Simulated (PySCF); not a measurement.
Vertical excitations of a molecule CH₃ClF₂Si from TDA-PBE/def2-SVPD run with PySCF, as energy in eV (oscillator strength): 7.75 (0.072), 7.80 (0.026), 8.43 (0.078), 8.61 (0.001), 8.71 (0.042), 8.77 (0.009), 8.82 (0.004), 8.97 (0.001), 9.16 (0.063), 9.38 (0.001). Lowest triplet (TDA): 7.45 eV. The structure is a stationary point at B3LYP-D3(BJ)/def2-SVP. One conformer was computed; it need not be the lowest.

### Question
Pick the molecule that these values belong to.
A) FC[Si@@H](F)Cl
B) C[Si](F)(F)Cl
C) FC(F)[SiH2]Cl

### Answer
B, C[Si](F)(F)Cl
